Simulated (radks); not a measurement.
Results of a calculation; reference values are marked as such.
Q: Ge II, configuration [Ar] 3d10 4s2 4p1. Code: a radial shooting solver on a logarithmic mesh with Libxc functionals. Model: scalar-relativistic Kohn-Sham, BLYP, spin-polarised, spherical densities, point nucleus; open shells are filled with parallel spins first. Some entries of the table are withheld. Estimate them.

orbital,occ.,eigenvalue (eV),<r^2> (bohr^2),r(max) (bohr)
1s up,1,-10973.08,0.002973,0.03073
1s down,1,-10973.04,0.002973,0.03073
2s up,1,-1380.984,0.05204,0.1760
2s down,1,-1380.971,0.05204,0.1760
2p up,3,-1208.171,0.04135,0.1411
2p down,3,-1208.141,0.04135,0.1411
3s up,1,-177.1456,0.4499,0.5422
3s down,1,-177.1016,0.4497,0.5422
3p up,3,-124.3819,0.4934,0.5427
3p down,3,-124.3304,0.4930,0.5428
3d up,5,-38.1870,0.6968,0.5028
3d down,5,-38.0915,0.6905,0.5027
4s up,1,(1),(2),1.710
4s down,1,(3),(4),1.698
4p up,1,(5),7.503,2.082
4p down,0,(6),7.780,2.079

A: 
(1) 4s up eigenvalue (eV): -20.1606
(2) 4s up <r^2> (bohr^2): 4.713
(3) 4s down eigenvalue (eV): -19.3877
(4) 4s down <r^2> (bohr^2): 4.719
(5) 4p up eigenvalue (eV): -11.5256
(6) 4p down eigenvalue (eV): -10.7640
